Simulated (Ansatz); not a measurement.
Geometry optimisation, UKS PBE0-D4/def2-SVP in Ansatz 0.2.0.

The input (input.yaml):

```yaml
crystal:
  periodic: [false, false, false]
  atoms:
    - { symbol: B, position_ang: [-0.017831, -0.046532, 0.047829] }
    - { symbol: F, position_ang: [-0.380164, 0.76331, 1.042675] }
    - { symbol: O, position_ang: [1.299766, -0.179796, -0.211441] }
    - { symbol: H, position_ang: [1.463552, -0.734433, -0.981607] }
    - { symbol: O, position_ang: [-0.961434, -0.6961, -0.682422] }
    - { symbol: H, position_ang: [-1.856546, -0.508283, -0.382143] }
    - { symbol: F, position_ang: [0.242757, -0.396766, 2.98071] }
magnetization:
  spin_polarized: true
  initial_magnetization: 1
basis:
  gaussian: { orbitals: def2-SVP }
hamiltonian:
  xc: pbe0
  dispersion: d4
relax:
  f_tol: 0.03
  max_steps: 50
output:
  orbitals: {}
```

Launched with:

```bash
$ ansatz run input.yaml --threads 2 --pin off --max-ram 3072MiB --backend cpu --events-out ev --progress --plain --runs-dir out
```

Problem. Where does it end, and by what steps?

Solution. The forces met the threshold. The force dipped under the threshold on the way, but the program's further checks kept it going. After 7 steps the energy has fallen by 0.030 eV; F7 moved furthest, 0.59 Å.

```
step  energy less start (eV)  largest force component (eV/Å)  accepted
   0                  0.0000                           0.273       yes
   1                 -0.0066                           0.156       yes
   2                 -0.0184                           0.199       yes
   3                 -0.0224                           0.396       yes
   4                 -0.0252                           0.219       yes
   5                 -0.0286                           0.062       yes
   6                 -0.0292                           0.018       yes
   7                 -0.0295                           0.026       yes
```

```xyz
7
Properties=species:S:1:pos:R:3
B 0.060 0.028 0.059
F -0.250 0.983 0.954
O 1.345 -0.063 -0.334
H 1.473 -0.772 -0.971
O -0.909 -0.775 -0.442
H -1.771 -0.609 -0.048
F -0.158 -0.590 2.596
```

Whether the end is a true minimum wasn't checked by a vibrational analysis.

Run time: 20 s on 2 threads of AMD EPYC 9R45 96-Core Processor (Zen 5) (shared host), peak memory 0.23 GiB.
